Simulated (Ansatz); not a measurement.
This geometry of BrH + Cl4Zr (7 atoms, charge 0, multiplicity 1) is a first-order saddle point.

Method: Ansatz 0.2.0, RKS BHLYP/def2-SVP.

```xyz
7
Properties=species:S:1:pos:R:3
Zr -0.365 0.000 -0.006
Cl 0.063 0.000 2.565
Cl 1.961 0.000 -0.205
Cl -0.902 1.907 -1.218
Cl -0.902 -1.907 -1.218
Br -2.823 0.000 1.338
H -1.465 0.000 2.382
```

Q: Which two structures does it join? (They come from a converged band through this point; their orientation in space is the band's.)

A: Bonds broken: Zr1–Cl2, Br6–H7. Bonds formed: Zr1–Br6, Cl2–H7. BrH + Cl4Zr becomes BrCl3Zr + ClH.

Image 0:

```xyz
7
Properties=species:S:1:pos:R:3
Zr 0.235 0.000 -0.075
Cl 0.421 0.000 2.261
Cl 2.416 0.000 -0.880
Cl -0.761 1.936 -0.909
Cl -0.761 -1.936 -0.909
Br -3.290 0.000 1.433
H -2.693 0.000 2.717
```

Image 6:

```xyz
7
Properties=species:S:1:pos:R:3
Zr -0.606 0.000 -0.800
Cl -0.053 0.000 4.075
Cl 1.446 0.000 0.282
Cl -0.771 1.898 -2.131
Cl -0.771 -1.898 -2.131
Br -2.483 0.000 0.847
H -1.194 0.000 3.496
```

Q: How far does it lie above each of them?

A: 0.61 eV above the first and 0.46 eV above the second. This is the barrier of this one path; another mechanism may lie lower. The orbitals stay closed-shell, which can raise the energy where a bond breaks towards radicals; this wasn't checked here.

Time of the run: 2.8 min on 4 threads of Intel(R) Xeon(R) 6975P-C (Granite Rapids) (shared host), peak memory 0.49 GiB.
